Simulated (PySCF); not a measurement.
How methods differ on the ionisation energy of N⁺

N⁺ [He] 2s2 2p2 (3P) → N²⁺ [He] 2s2 2p1 (2P), as a difference of total energies. Computed with PySCF 2.14 in aug-cc-pVDZ-DK (4s3p2d, 23 functions), with scalar relativity by spin-free X2C-1e. Correlated levels: valence: 1s2 frozen. The calculations carry no spin-orbit coupling.

| method | ionisation energy (eV) |
| --- | --- |
| UHF | 29.217 |
| LDA | 30.080 |
| PBE | 29.955 |
| PBE0 | 29.952 |
| r2SCAN | 30.164 |
| BLYP | 29.893 |
| wB97X | 29.757 |
| M06-2X | 29.760 |
| r2SCANh | 30.141 |
| MP2 (valence) | 29.455 |
| SCS-MP2 (valence) | 29.351 |

**Question.** How much does correlation contribute at MP2 (valence)?

**Answer.** 29.455 − (29.217) = 0.238 eV, measured against UHF.

Errors of the correlated levels include the incompleteness of this basis and the frozen core.

For comparison: 29.601 eV (semi-empirical (NIST evaluation); NIST Atomic Spectra Database, ionization energies).
